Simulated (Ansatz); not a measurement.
C4H13B2N (SMILES CB(C)NB(C)C), singlet, at a GFN2-xTB geometry, with bond 18-7 at 1.8 times its length; CASSCF(4,5)/STO-3G run with Ansatz (a program for electronic structure).

Ansatz was given this input:
Ansatz 0.2 input:
```yaml
crystal:
  periodic: [false, false, false]
  atoms:
    - {symbol: B, position_ang: [1.29575853, -0.07497630, 0.21033755]}
    - {symbol: C, position_ang: [2.43025089, -0.68470958, 1.14126688]}
    - {symbol: C, position_ang: [1.72427709, 0.83951732, -1.00961829]}
    - {symbol: N, position_ang: [-0.05544320, -0.38018286, 0.51427411]}
    - {symbol: B, position_ang: [-1.31320446, -0.04465317, -0.04851452]}
    - {symbol: C, position_ang: [-1.47295678, 0.88382622, -1.32155191]}
    - {symbol: C, position_ang: [-2.62197158, -0.62994976, 0.63707540]}
    - {symbol: H, position_ang: [3.10544048, -1.31399052, 0.56285922]}
    - {symbol: H, position_ang: [2.05340652, -1.28520378, 1.96773726]}
    - {symbol: H, position_ang: [3.04898494, 0.10430910, 1.56633427]}
    - {symbol: H, position_ang: [1.30560604, 1.83975220, -0.92420392]}
    - {symbol: H, position_ang: [1.36767527, 0.43881870, -1.95562978]}
    - {symbol: H, position_ang: [2.80381527, 0.94504168, -1.08686333]}
    - {symbol: H, position_ang: [-0.14295554, -0.98026899, 1.32601179]}
    - {symbol: H, position_ang: [-2.51490503, 1.03606204, -1.59297957]}
    - {symbol: H, position_ang: [-1.03175562, 1.86463597, -1.16025789]}
    - {symbol: H, position_ang: [-0.97002706, 0.46136648, -2.18852385]}
    - {symbol: H, position_ang: [-3.79098349, 0.82044358, 1.24847247]}
    - {symbol: H, position_ang: [-3.20957956, -1.20553206, -0.07670780]}
    - {symbol: H, position_ang: [-2.42654887, -1.27349286, 1.49341674]}
basis:
  gaussian:
    orbitals: STO-3G
hamiltonian:
  xc: hf
magnetization: {spin_polarized: false}
correlation: {active_space: {window: {electrons: 4, orbitals: 5}}}
```

The log (banner, timings and long lists left out):

```
Functional definition: HF
660 factors; integrals over basis functions are off by at most 8.4e-5 eV
mean field evaluation 1: about -7062.3371 eV, gradient 2.1e1 eV
mean field evaluation 2: about -7062.6233 eV, gradient 2.1e1 eV
mean field evaluation 4: about -7064.5221 eV, gradient 2.8e0 eV
mean field evaluation 8: about -7064.5493 eV, gradient 2.6e-2 eV
mean field -7064.54933242 eV, -259.6173994428 hartree, gradient 1.1e-6 eV, S^2 0.000000; 0 other end points of the search recorded, 0 dependent functions left out
reference -7064.54933242 eV, -259.6173994428 hartree; 27, 27 occupied and 21, 21 virtual orbitals, 660 factors
state -7067.38617958 eV, -259.7216516530 hartree
2 active orbitals were swapped for others, from the solution at -7067.15379519 eV, -259.7131116845 hartree to that at -7067.31280902 eV, -259.7189553348 hartree; typed "places" are swapped only where nearly empty or full, and so, without "given_window_search", are "orbital_numbers", "shells" and a window whose orbitals a file names under [Active]
2 active orbitals were swapped for others, from the solution at -7067.31280902 eV, -259.7189553348 hartree to that at -7067.38617958 eV, -259.7216516530 hartree; typed "places" are swapped only where nearly empty or full, and so, without "given_window_search", are "orbital_numbers", "shells" and a window whose orbitals a file names under [Active]
Total energy: -7067.38617958 eV, -259.7216516530 hartree
```
